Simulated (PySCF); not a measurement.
## Ionisation energy of Sc by level of theory

Sc [Ar] 3d1 4s2 (2D) → Sc⁺ [Ar] 3d1 4s1 (3D), as a difference of total energies. Computed with PySCF 2.14 in def2-TZVP (6s4p4d1f, 45 functions), with the non-relativistic Hamiltonian (point nucleus). Correlated levels: valence: [Ar] frozen. The calculations carry no spin-orbit coupling.

```json
{"method": "UHF", "ionisation energy (eV)": "5.367"}
{"method": "B3LYP", "ionisation energy (eV)": "6.566"}
{"method": "MP2 (valence)", "ionisation energy (eV)": "6.005"}
{"method": "SCS-MP2 (valence)", "ionisation energy (eV)": "6.134"}
```

**Question.** How much does correlation contribute at MP2 (valence)?

**Answer.** 6.005 − (5.367) = 0.638 eV, measured against UHF.

These non-relativistic numbers lack the scalar-relativistic shift.

Errors of the correlated levels include the incompleteness of this basis and the frozen core.

MP2 underrates the near-degeneracy of ns² with np² in the lower species.

For comparison: 6.562 eV (measured; NIST levels, between the centres of gravity of the two terms).
